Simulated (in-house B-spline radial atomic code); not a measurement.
Successive ionisation energies of gallium; each step leads to the configuration of the next row (after the last: [Ne] 3s2 3p1/2(2) 3p3/2(3)). Dirac energy differences include first-order Breit, QED and recoil terms. NIST's values go from ground level to ground level; the uncertainty of those that are theory runs from under 0.1 % in few-electron ions to several per cent in heavy many-electron ones. Computed with a radial B-spline atomic code at the basis-set limit: Dirac-Hartree-Fock, jj configuration that fills j = l - 1/2 first, finite nuclei.

A number in brackets counts the electrons of a j subshell.

```csv
ion,configuration,ionisation energy (eV),tabulated value (eV),tabulated kind,computed minus tabulated (eV),highest orbital,largest mean radius (bohr)
Ga,[Ar] 3d10 4s2 4p1/2(1),5.5,5.999302,measured,-0.5,4p1/2,3.3891
Ga+,[Ar] 3d10 4s2,18.8,20.51514,measured,-1.8,4s1/2,2.3104
Ga2+,[Ar] 3d10 4s1,29.6,30.72576,measured,-1.1,4s1/2,2.1471
Ga3+,[Ar] 3d10,?,?,measured,?,?,?
Ga4+,[Ar] 3d3/2(4) 3d5/2(5),85.6,86.01,semi-empirical,-0.5,3d5/2,0.73943
Ga5+,[Ar] 3d3/2(4) 3d5/2(4),112.5,112.7,tabulated theory,-0.2,3d5/2,0.70602
Ga6+,[Ar] 3d3/2(4) 3d5/2(3),141.5,140.8,tabulated theory,0.7,3d5/2,0.67709
Ga7+,[Ar] 3d3/2(4) 3d5/2(2),?,?,tabulated theory,?,?,?
Ga8+,[Ar] 3d3/2(4) 3d5/2(1),205.2,211,tabulated theory,-5.8,3d5/2,0.63313
Ga9+,[Ar] 3d3/2(4),242.1,244,tabulated theory,-1.9,3d3/2,0.62281
Ga10+,[Ar] 3d3/2(3),?,?,tabulated theory,?,?,?
Ga11+,[Ar] 3d3/2(2),316.5,319,tabulated theory,-2.5,3d3/2,0.60121
Ga12+,[Ar] 3d3/2(1),356.1,356,tabulated theory,0.1,3d3/2,0.59069
Ga13+,[Ne] 3s2 3p6,470.0,471.2,semi-empirical,-1.2,3p3/2,0.58041
```

Task: Fill in the row of Ga3+.

Result: ionisation energy (eV): 60.8; tabulated value (eV): 63.241; computed minus tabulated (eV): -2.5; highest orbital: 3d5/2; largest mean radius (bohr): 0.77904.

Task: Fill in the row of Ga7+.

Result: ionisation energy (eV): 172.5; tabulated value (eV): 169.9; computed minus tabulated (eV): 2.6; highest orbital: 3d5/2; largest mean radius (bohr): 0.65154.

Task: Fill in the row of Ga10+.

Result: ionisation energy (eV): 278.4; tabulated value (eV): 280; computed minus tabulated (eV): -1.6; highest orbital: 3d3/2; largest mean radius (bohr): 0.61193.

Task: Where is the largest jump?

Result: From Ga to Ga+, by a factor of 3.40 (5.5093 to 18.753 eV); the highest orbital goes from 4p1/2 to 4s1/2.

Task: How far is this level of theory from the measured and semi-empirical values?

Result: Over those 6 rows the differences run from -2.47 to -0.451 eV (mean absolute value 1.2 eV). The calculation leaves out correlation and, in open shells, the multiplet splittings that an average leaves out.
